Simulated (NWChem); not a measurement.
SiH2O2F2; SMILES [Si](F)(O)(O)F

```xyz
7

O      1.0807     0.7529     0.9768
Si     0.0000     0.0000     0.0254
O     -1.0807    -0.7529     0.9768
F      0.7636    -1.0183    -0.9577
F     -0.7636     1.0183    -0.9577
H      1.9660     0.8873     0.6276
H     -1.9660    -0.8873     0.6276
```
Atoms are numbered in this order, from 1.

Computed with NWChem. The geometry was optimised at PBE0/def2-SVP. B3LYP is NWChem's, with the RPA form of VWN correlation. Ions are spin-unrestricted doublets at the neutral geometry; other ion states weren't tried.

```json
[
 {"level": "B3LYP/def2-SVPD", "−ε(HOMO) (eV)": "10.11"},
 {"level": "PBE/def2-SVPD", "−ε(HOMO) (eV)": "8.57"},
 {"level": "M06-2X/def2-SVPD", "−ε(HOMO) (eV)": "12.16"},
 {"level": "LDA (Slater exchange, VWN5)/def2-SVPD", "−ε(HOMO) (eV)": "8.77"}
]
```
